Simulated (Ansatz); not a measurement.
Reaction (formal exchange of groups at a Ge–C bond): `[NH2][GeH]([OH])[CH2]F` + `CCl` → `[NH2][GeH]([OH])[CH2]Cl` + fluoromethane

Gas-phase electronic energies from Ansatz, PBE0-D4/def2-TZVP geometries. CBS: MP2 limit from def2 TZ/QZ plus the TZ coupled-cluster correction, frozen cores. This one scheme is used for every species. Functionals use def2-TZVPP. B3LYP here is the variant with VWN-RPA as its local correlation; programs differ in this. For Ge outer-core shells are correlated without core-valence functions, which leaves a few kJ/mol of doubt a bond. Scalar relativity is left out up to krypton. Each species was taken in one conformer, which may not be the lowest.

Q: Is it downhill or uphill in electronic energy at CCSD(T)/CBS, and by how much? (An estimate is asked.)

A: The calculation gave: Downhill: ΔE = -3.9 kcal/mol.

Q: What do these levels give: PBE-D4, r2SCAN-D4, B3LYP-D4, B2PLYP, PBE, r2SCAN, B3LYP, CCSD/def2-TZVPP, CCSD(T)/def2-TZVPP, HF/def2-QZVPP, SCS-MP2/def2-QZVPP, MP2/CBS(def2)? (Best estimate.)

A: Ansatz gave: PBE-D4 -2.5, r2SCAN-D4 -2.8, B3LYP-D4 -2.9, B2PLYP -3.1, PBE -2.0, r2SCAN -2.7, B3LYP -2.2, CCSD/def2-TZVPP -3.8, CCSD(T)/def2-TZVPP -3.9, HF/def2-QZVPP -3.6, SCS-MP2/def2-QZVPP -4.3, MP2/CBS(def2) -4.6 kcal/mol.

Largest T1 diagnostic among the species: 0.011.

The D4 term adds −0.8 kcal/mol with B3LYP and −0.4 kcal/mol with PBE0; it sums over pairs of atoms, weighted by their polarisabilities, and B3LYP, whose exchange is more repulsive, gets the larger term.
